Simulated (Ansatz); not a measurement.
Geometry optimisation, RKS PBE0-D4/def2-SVP in Ansatz.

Input file:

```yaml
crystal:
  periodic: [false, false, false]
  atoms:
    - { symbol: B, position_ang: [0.050227, -0.325178, 0.000574] }
    - { symbol: F, position_ang: [0.015476, -0.580807, 1.301503] }
    - { symbol: F, position_ang: [1.220311, -0.102427, -0.563687] }
    - { symbol: O, position_ang: [-1.062085, -0.327149, -0.755535] }
    - { symbol: H, position_ang: [-1.86563, -0.510952, -0.260452] }
    - { symbol: H, position_ang: [-0.016253, 1.978376, 0.648903] }
    - { symbol: H, position_ang: [-0.031447, 1.546939, 1.221394] }
basis:
  gaussian: { orbitals: def2-SVP }
hamiltonian:
  xc: pbe0
  dispersion: d4
relax:
  f_tol: 0.03
  max_steps: 50
output:
  orbitals: {}
```

Command:

```bash
$ ansatz run input.yaml --threads 1 --pin off --max-ram 2048MiB --backend cpu --events-out ev --progress --plain --runs-dir out
```

Where does it end, and by what steps?

The forces met the threshold. After 5 steps the energy has fallen by 0.124 eV; H7 moved furthest, 0.43 Å.

```json
{"step": "0", "energy less start (eV)": "0.0000", "largest force component (eV/Å)": "1.412", "accepted": "yes"}
{"step": "1", "energy less start (eV)": "-0.1025", "largest force component (eV/Å)": "0.363", "accepted": "yes"}
{"step": "2", "energy less start (eV)": "-0.1061", "largest force component (eV/Å)": "0.595", "accepted": "yes"}
{"step": "3", "energy less start (eV)": "-0.1225", "largest force component (eV/Å)": "0.192", "accepted": "yes"}
{"step": "4", "energy less start (eV)": "-0.1232", "largest force component (eV/Å)": "0.131", "accepted": "yes"}
{"step": "5", "energy less start (eV)": "-0.1238", "largest force component (eV/Å)": "0.022", "accepted": "yes"}
```

```xyz
7
Properties=species:S:1:pos:R:3
B 0.047 -0.502 -0.067
F 0.017 -0.791 1.229
F 1.218 -0.288 -0.632
O -1.070 -0.436 -0.808
H -1.870 -0.604 -0.301
H -0.024 2.359 0.768
H -0.007 1.941 1.403
```

Whether the end is a true minimum wasn't checked by a vibrational analysis.

The run took 15 s on 1 thread of Arm Neoverse V1, on a shared host, peak memory 0.14 GiB.
